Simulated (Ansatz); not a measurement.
`FC(F)C(F)(F)C(F)C(F)(F)F` + H₂ → `FC(F)C(F)C(F)(F)F` + `FCF` at 700 K and 1 bar (hydrogenolysis of a C–C bond).

Computed with Ansatz on PBE0-D4/def2-TZVP structures; ΔE is electronic, products minus reactants. CBS: MP2 limit from def2 TZ/QZ plus the TZ coupled-cluster correction, frozen cores. This one scheme is used for every species. One conformer a species, not always the lowest.

```csv
species,CCSD(T)/CBS energy (Eh),H − E (kJ/mol),S (J/(mol·K))
`FC(F)C(F)(F)C(F)C(F)(F)F`,-951.73007,307.1,622.0
H₂,-1.17544,46.8,155.3
`FC(F)C(F)C(F)(F)F`,-714.10043,244.7,518.4
`FCF`,-238.82660,120.2,293.9
```

H − E and S are ideal-gas, rigid-rotor, harmonic terms from PBE0-D4/def2-TZVP, for one conformer and one mirror image of each species. For small species the MP2-based limit differs from directly extrapolated CCSD(T) by up to some mEh (0.8 for H₂); such offsets cancel only in part. 1 Eh = 2625.50 kJ/mol, R = 8.31446 J/(mol·K).

By hand: ΔE, ΔH, ΔS and ΔG.

ΔE = (-714.10043) + (-238.82660) − (-951.73007) − (-1.17544) = -0.02152 Eh = -56.5 kJ/mol. Δ(H − E) = 244.7 + 120.2 − 307.1 − 46.8 = 11.0, so ΔH = -45.5 kJ/mol. ΔS = 518.4 + 293.9 − 622.0 − 155.3 = 35.0 J/(mol·K). ΔG = -45.5 − 700 × (35.0)/1000 = -70.0 kJ/mol.

By hand: the equilibrium constant, and the temperature at which ΔG would vanish if ΔH and ΔS stayed fixed.

log₁₀ K = −ΔG/(RT ln 10) = 5.2. ΔH and −TΔS have one sign here, so there is no such temperature.

TΔS isn't small against ΔH here. A doubt of 5 kJ/mol in ΔE shifts log₁₀ K by 0.4 here. Other conformers and mirror images would add mixing entropy, several J/(mol·K) or more a flexible species. Modes under 60 cm⁻¹, often nearly free rotors, make the harmonic entropy too high. These are equilibria of isolated gas molecules and say nothing of rates. Largest T1 diagnostic: 0.012 (customary marks: 0.02 for closed shells, 0.045 for open ones).
